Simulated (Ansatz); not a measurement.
CH6F2GeSi, SMILES `[CH3][GeH]([F])[SiH2]F`, relaxed with RKS PBE0-D4/def2-TZVP in Ansatz from a PBE-D4/def2-SVP geometry. The force threshold is 0.005 eV/Å; the program also tests the step.

Total charge 0; spin multiplicity 1.

Start:

```xyz
11

C    -0.658    0.862    1.421
Ge    0.730   -0.146    0.477
F     0.844   -1.725    1.280
Si    0.100   -0.592   -1.795
F    -1.537   -0.792   -1.777
H    -0.635    1.925    1.106
H    -1.651    0.437    1.181
H    -0.488    0.806    2.514
H     2.142    0.495    0.630
H     0.735   -1.841   -2.341
H     0.418    0.573   -2.696
```

(1) How much energy does the relaxation release, and in how many steps? (An estimate is asked.)

(2) Which bonds change most? (An estimate is asked.)

(3) Give the relaxed structure. (Best estimate.)

## Answers

(1) Computed: 6.46 kJ/mol, in 13 steps, 2 of them rejected.

(2) Computed: Si4–F5 from 1.649 to 1.606 Å; Si4–H11 from 1.507 to 1.487 Å; Ge2–F3 from 1.775 to 1.755 Å; Si4–H10 from 1.503 to 1.483 Å.

(3) Ansatz gave: 
```xyz
11

C    -0.647    0.876    1.456
Ge    0.671   -0.153    0.468
F     0.746   -1.720    1.256
Si    0.098   -0.593   -1.816
F    -1.484   -0.846   -1.910
H    -0.702    1.894    1.064
H    -1.628    0.410    1.365
H    -0.364    0.917    2.508
H     2.092    0.432    0.612
H     0.796   -1.796   -2.333
H     0.420    0.580   -2.671
```
